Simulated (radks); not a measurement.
The numbers below are computed, except where a source is named.
Q: Ionisation of the indium ion In2+, [Kr] 4d10 5s1, to [Kr] 4d10 as the strength of local exchange is varied. Code: a radial shooting solver on a logarithmic mesh with Libxc functionals. Model: scalar-relativistic Kohn-Sham, Slater X-alpha exchange (alpha = 2/3 is LDA exchange), no correlation, spin-polarised, spherical densities, finite nucleus; open shells are filled with parallel spins first (spin-orbit coupling, left out, can overturn this in heavy ions); Fermi nuclear charge, rms radius 4.6156 fm.

| alpha | E(In2+) (hartree) | exchange (hartree) | IE (eV) | -e of the level emptied (eV) | <r> of it (bohr) |
|---|---|---|---|---|---|
| 0.667 | -5870.88082 | -149.23391 | 27.903 | 23.552 (5s) | 2.348 |
| 0.844 | -5910.69979 | -190.08051 | 29.867 | 25.595 (5s) | 2.277 |
| 0.876 | -5917.92664 | -197.52064 | 30.228 | 25.972 (5s) | 2.264 |
| 0.961 | -5937.16444 | -217.36577 | 31.194 | 26.985 (5s) | 2.232 |
| 1.009 | -5948.05476 | -228.62521 | 31.744 | 27.565 (5s) | 2.214 |
| 1.012 | -5948.73604 | -229.33019 | 31.779 | 27.601 (5s) | 2.213 |
| ? | -5879.63200 | -158.18935 | 28.331 | 23.996 (5s) | 2.332 |

Which alpha was used in the last row?

A: alpha = 0.706. NIST Atomic Spectra Database: 28.044 eV (measured). The Delta-SCF value meets it near alpha = 0.68.
